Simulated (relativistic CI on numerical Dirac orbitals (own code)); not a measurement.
# Hyperfine structure of S6+, mass number 33

Calculated at this level of theory: Dirac-Coulomb-Breit CI, KLI orbitals optimised for each configuration, model QED, unscaled Slater integrals (own radial code, finite nucleus).

Configurations in the expansion (outside the closed core 1s2): 2s²2p⁶, 2s²2p⁵3s, 2s²2p⁵3p, 2s²2p⁵3d, 2s2p⁶3s, 2s²2p⁵4s, 2s²2p⁵4p, 2s²2p⁵4d, 2s2p⁶3p, 2s²2p⁵4f, 2s²2p⁴3s², 2s2p⁶3d, 2s²2p⁴3s3p, 2s²2p⁴3p², 2s²2p⁴3s3d, 2s2p⁶4s. Levels of other configurations are missing.

Nuclear spin I = 3/2, μ = 0.64325 μN, Q = -0.0694 b (tables of Stone and Pyykkö). The electronic factors are computed for point nuclear moments, without core polarisation or the Bohr-Weisskopf and QED corrections.

```csv
Level,E (cm⁻¹),A (MHz),B (MHz)
2s²2p⁵3s ³P°2,1363774,2887,567
2s²2p⁵3s ³P°1,1368340,2401,-149
2s²2p⁵3s ¹P°1,1381026,6297,431
2s²2p⁵3p ³D3,1474881,1098,480
2s²2p⁵3p ³D2,1476193,1880,469
2s²2p⁵3p ³D1,1479852,3288,307
2s²2p⁵3p ³P2,1484400,1226,175
2s²2p⁵3p ¹P1,1487905,3420,-237
```

Levels with J = 0, under 50 % of one LS term, or S terms without an open s electron are left out. Small factors come from cancelling terms and can be off by tens of per cent or more.

At this charge configurations can still be misplaced by up to about 7 % of their energy. 22 of the 29 excited levels that our extract of the measured tables holds in this range could be paired (the sources list more); they are missed by 7550 cm⁻¹ on average and 8779 at most, and levels without a partner can miss by more.

Problem. Give the hyperfine levels of 2s²2p⁵3s ³P°2 relative to its centre of gravity.

Solution. With K = F(F + 1) − I(I + 1) − J(J + 1), E = AK/2 + B[¾K(K + 1) − I(I + 1)J(J + 1)]/[2I(2I − 1)J(2J − 1)]: F = 1/2: -12490, F = 3/2: -8660, F = 5/2: -1798, F = 7/2: 8801 MHz.

LS names give the leading component of a level, which can be under half, so a name can repeat, a term be missing and a line seem to break the LS rules.
